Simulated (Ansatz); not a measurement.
Consider the redistribution: `[CH3][Al]([F])[BH]O` + `O[CH2][GeH3]` → `[CH3][Al]([F])[GeH3]` + `OBCO`.

Computed with Ansatz on PBE0-D4/def2-TZVP structures; ΔE is electronic, products minus reactants. CBS: MP2 limit from def2 TZ/QZ plus the TZ coupled-cluster correction, frozen cores. DFT in def2-TZVPP. For Ge outer-core shells are correlated without core-valence functions, which leaves a few kJ/mol of doubt a bond. Scalar relativity is left out up to krypton. Each species was taken in one conformer, which may not be the lowest.

| level | ΔE (kJ/mol) | difference from CCSD(T)/CBS |
| --- | --- | --- |
| BLYP-D4 | -101.9 | 0.6 |
| PBE0-D4 | -108.9 | -6.4 |
| r2SCANh-D4 | -113.1 | -10.6 |
| r2SCAN0-D4 | -113.5 | -11.0 |
| BHLYP-D4 | -107.6 | -5.1 |
| CAM-B3LYP-D4 | -105.7 | -3.2 |
| ωB97M-V | -105.7 | -3.2 |
| BLYP | -101.7 | 0.8 |
| CAM-B3LYP | -105.6 | -3.1 |
| HF/def2-SVP | -104.2 | -1.7 |
| MP2/def2-SVP | -105.2 | -2.7 |
| HF/def2-TZVPP | -102.2 | 0.3 |
| CCSD(T)/def2-TZVPP | -100.0 | 2.5 |
| MP2/def2-QZVPP | -102.8 | -0.3 |
| HF/CBS(def2) | -102.1 | 0.4 |
| MP2/CBS(def2) | -103.9 | -1.4 |
| CCSD(T)/CBS | -102.5 | 0 |

Largest T1 diagnostic among the species: 0.013.

Leaving LDA and LC-ωPBE aside and taking each functional with its dispersion term where it has one, the values, not all of them listed here, spread over 11.8 kJ/mol, from r2SCAN0-D4 to ωB97X-V. LDA lies −12.4 kJ/mol from PBE without D4. From BLYP to BHLYP (50 % exact exchange), in def2-TZVPP and without D4, ΔE moves by −5.4 kJ/mol.
